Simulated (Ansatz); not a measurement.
The cluster Sn₃Se₂ (the lowest singlet isomer of a short search). Charge 0, multiplicity 1. Geometry PBE0-D4/def2-SVP, basis def2-TZVP, Ansatz.

```csv
atom,x (Å),y (Å),z (Å)
Sn1,-1.886,0.242,-0.731
Sn2,0.556,1.679,0.264
Sn3,1.595,-1.120,0.593
Se4,0.525,-0.353,-1.742
Se5,-0.790,-0.447,1.616
```

```json
{"run": "A", "HOMO (eV)": "-5.00", "LUMO (eV)": "-3.01"}
{"run": "B", "HOMO (eV)": "-5.36", "LUMO (eV)": "-2.85"}
{"run": "C", "HOMO (eV)": "-5.48", "LUMO (eV)": "-2.85"}
{"run": "D", "HOMO (eV)": "-5.72", "LUMO (eV)": "-2.50"}
{"run": "E", "HOMO (eV)": "-5.22", "LUMO (eV)": "-3.05"}
```

In the def2 sets Sn takes a core potential; there is no spin–orbit coupling. HSE06 is defined as in plane-wave codes, on full-range PBE exchange. The structure comes from a short search, and lower isomers may exist.

The runs used HSE06, PBE, PBE0, r2SCAN, r2SCANh. Estimate which is which.

A PBE (0 % exact exchange); B HSE06 (range-separated); C r2SCANh (10 % exact exchange); D PBE0 (25 % exact exchange); E r2SCAN (0 % exact exchange). Exact exchange lowers occupied and raises empty levels; among semilocal functionals meta-GGAs tend to open the gap a little, and such runs are hard to tell apart. The gap grows from 1.99 eV (PBE) to 3.22 eV (PBE0). The restricted singlet is unstable towards broken spin symmetry in Hartree–Fock (as tested in another run); at PBE-D4/def2-TZVP, HSE06-D4/def2-TZVP, r2SCANh-D4/def2-TZVP, PBE0-D4/def2-TZVP and others this wasn't settled.
